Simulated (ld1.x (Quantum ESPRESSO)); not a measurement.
# Which change was made? (Rb, TM)

```json
{
  "Element": "Rb",
  "Generator": "ld1.x (Quantum ESPRESSO) 7.5",
  "Type": "norm-conserving Troullier–Martins (Kleinman–Bylander form)",
  "Functional": "PBEsol",
  "Relativity": "scalar-relativistic",
  "Frozen core": "[Ar] 3d10 4s2",
  "Valence charge": "7",
  "Reference configuration": "4p6 5s1 5p0",
  "Partial waves": "5s (bound): rc 4.10 bohr; 4p (bound): rc 2.60 bohr; 4d channel at 0.05 Ry: rc 3.90 bohr",
  "Local potential": "all-electron potential smoothed inside 2.80 bohr (lloc = -2)",
  "Core correction": "Bessel-smoothed model core, default radius (core density twice the valence density)"
}
```

Cutoffs, loose and tight: the cutoffs (Ry, on a coarse ladder) from which the occupation-weighted sum of valence levels, in a spherical-Bessel basis at the reference potential, stays within 10 and 1 mRy of its value at 400 Ry. They do not see the model core or the augmentation charge, which bear on the density cutoff. Test errors are all-electron minus pseudo excitation energies from the reference, over the configurations 4p6 5s0 5p0; 4p6 5s0.5 5p0; 4p6 5s0 5p1; 4p5 5s1 5p0; variants that change the core or the reference have their own tests. The largest error is taken over the tests solved by every variant that gives reliable tests at all, those not shown here included: 4p6 5s0 5p0; 4p6 5s0 5p1; 4p6 5s0.5 5p0.

The base gives: outcome: generated; cutoff, loose: 15 Ry; cutoff, tight: 18 Ry; bound ghosts: none; largest test error (meV): -16.

Problem. After one change the result is: outcome: generated; cutoff, loose: 15 Ry; cutoff, tight: 18 Ry; bound ghosts: none; largest test error (meV): -143. Which change was it?
A. wave 4p (bound): rc 2.60 bohr becomes 4p (bound): rc 1.80 bohr
B. local potential all-electron potential smoothed inside 4.54 bohr (lloc = -2)
C. wave 5s (bound): rc 4.10 bohr becomes 5s (bound): rc 2.60 bohr
D. core [Ar] 3d10, valence charge 9; reference 4s2 4p6 5s1 5p0; waves now 4p (bound): rc 2.60 bohr; 4d channel at 0.05 Ry: rc 2.55 bohr; 4s (bound): rc 2.35 bohr; local potential the s channel; core correction none

Solution. B. The others give: wave 5s (bound): rc 4.10 bohr becomes 5s (bound): rc 2.60 bohr → outcome: generated; cutoff, loose: 15 Ry; cutoff, tight: 30 Ry; bound ghosts: none; largest test error (meV): -15 | core [Ar] 3d10, valence charge 9; reference 4s2 4p6 5s1 5p0; waves now 4p (bound): rc 2.60 bohr; 4d channel at 0.05 Ry: rc 2.55 bohr; 4s (bound): rc 2.35 bohr; local potential the s channel; core correction none → outcome: generated, misses its reference levels by 0.33 eV; cutoff, loose: 15 Ry; cutoff, tight: 30 Ry; bound ghosts: none; largest test error (meV): -566 | wave 4p (bound): rc 2.60 bohr becomes 4p (bound): rc 1.80 bohr → outcome: generated; cutoff, loose: 30 Ry; cutoff, tight: 55 Ry; bound ghosts: none; largest test error (meV): -17.
